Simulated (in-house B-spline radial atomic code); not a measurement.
Values are calculated unless marked as measured or tabulated.
# C6 from the polarisability at imaginary frequency: the zirconium ion Zr⁴⁺

BSE on G0W0@HF linear response of the closed shell [Ar] 3d10 4s2 4p6, from an all-electron radial atomic-structure program (B-spline basis); scalar-relativistic (spin-free one-electron X2C), finite nucleus, no spin-orbit coupling; shells from n = 2 respond.

The dispersion coefficient of two like species is C6 = (3/π) ∫ α(iu)² du from 0 to ∞.

```
u (hartree)  α(iu) (bohr³)
          0          2.925
      0.335          2.795
      0.783          2.339
       1.34          1.704
       2.24          1.008
       3.35         0.5914
       5.03         0.3299
       7.83         0.1749
       11.2         0.1054
       16.8        0.05872
         28        0.02669
       55.9       0.008303
```

Question: Fit one oscillator, α(iu) = α(0)/(1 + u²/ω²), through u = 2.24 and estimate C6.

Answer: From α(0)/α(iu) − 1 = 2.925/1.008 − 1 = 1.9018, ω = u/√1.9018 = 1.6243 hartree (44.2 eV). London's formula gives C6 = (3/4) α(0)² ω = 0.75 × 2.925² × 1.6243 = 10.42 hartree·bohr⁶, and the oscillator holds f = α(0) ω² = 7.72 electrons, of a sum of oscillator strengths of 35.3.

Question: How does that compare with the full integral?

Answer: The program's quadrature over all excitations gives C6 = 10.47, so the single oscillator is off by -0.4 %. At the last point the fit gives α = 0.00247 against 0.0083: higher excitations, and deeper shells where there are any, keep the true curve higher at large u.
